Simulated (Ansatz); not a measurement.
Computed with Ansatz on PBE0-D4/def2-TZVP structures; ΔE is electronic, products minus reactants. CCSD(T)/CBS adds triple-zeta CCSD(T) − MP2 to the extrapolated MP2 energy (def2 sets, frozen cores). This one scheme is used for every species. DFT in def2-TZVPP. For Br outer-core shells are correlated without core-valence functions, which leaves a few kJ/mol of doubt a bond. Scalar relativity is left out up to krypton. One conformer a species, not always the lowest.

Reaction (formal hydrolysis of the Si–Br bond): `Br[Si]Br` + H₂O → `O[Si]Br` + HBr

```tsv
level	ΔE (eV)
B97M-V	-0.25
BHLYP-D4	-0.21
B2PLYP	-0.24
PBE-QIDH	-0.17
BHLYP	-0.27
RPA@PBE/def2-TZVPP	-0.25
CCSD(T)/def2-SVP	-0.26
MP2/CBS(def2)	-0.11
```

Question: What does CCSD(T)/CBS give? (Estimate.)

Answer: Ansatz gave: -0.15 eV. The listed levels differ from it by -0.10, -0.06, -0.09, -0.02, -0.12, -0.10, -0.11, 0.04 eV.

Question: What do rigid-rotor, harmonic-oscillator terms from PBE0-D4/def2-TZVP frequencies (298.15 K, 1 bar) make of the CCSD(T)/CBS value? (Estimate.)

Answer: The calculation gave: ΔZPE = -0.07 eV, ΔH = -0.23 eV, ΔS = -4 J/(mol·K), ΔG = -0.22 eV.

Largest T1 diagnostic among the species: 0.012.

At CCSD(T), def2-SVP lies −0.10 eV from the extrapolated value and def2-TZVPP −0.08 eV. From BLYP to BHLYP (50 % exact exchange), in def2-TZVPP and without D4, ΔE moves by −0.05 eV. The D4 term adds +0.04 eV with B3LYP and +0.02 eV with PBE0; it sums over pairs of atoms, weighted by their polarisabilities, and B3LYP, whose exchange is more repulsive, gets the larger term.

B3LYP here is the variant with VWN-RPA as its local correlation; programs differ in this.
